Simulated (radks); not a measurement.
The numbers below are computed, except where a source is named.
Q: Radial electron density D(r) = 4 pi r^2 rho(r) of an atom or ion with 19 electrons. Code: a radial shooting solver on a logarithmic mesh with Libxc functionals. Model: Dirac Kohn-Sham, relativistic LDA (MacDonald-Vosko exchange, VWN5 correlation), spin-unpolarised, spherical densities, finite nucleus; Fermi nuclear charge, rms radius of each element as measured or else 0.836 A^(1/3) + 0.57 fm.

r (bohr)  D(r) (e/bohr)
0.001845          7.629
0.002309          10.85
0.002865          15.05
0.003556          20.55
0.004449          27.82
0.005521          36.35
0.006853          46.14
0.008505          56.49
0.01064           66.53
0.01321           73.91
0.01639           77.42
0.02034           76.42
0.02545           72.04
0.03158           68.42
0.0392            70.10
0.04865           78.95
0.06086           90.67
0.07554           93.64
0.09375           80.66
0.1173            56.58
0.1456            40.72
0.1807            41.28
0.2242            45.93
0.2805            37.33
0.3482            19.21
0.4321            5.735
0.5363           0.8998
0.6709          0.05816
0.8327         0.001586

What is the nuclear charge?

A: Z = 58. The innermost maximum, from 1s, lies near gamma/Z bohr with gamma = sqrt(1 - (Z/c)^2) = 0.906, here 0.0156 bohr (found: 0.0173), and its height grows with Z. The density is that of the cerium ion Ce39+ in [Ar] 3d1; the configuration itself is not fixed sharply by these data, and Z only to a few units. D(r) has 3 maxima, at r = 0.0173, 0.0714, 0.224 bohr, and minima at 0.0334, 0.159 bohr, inside which lie 2.02, 10.61 electrons.
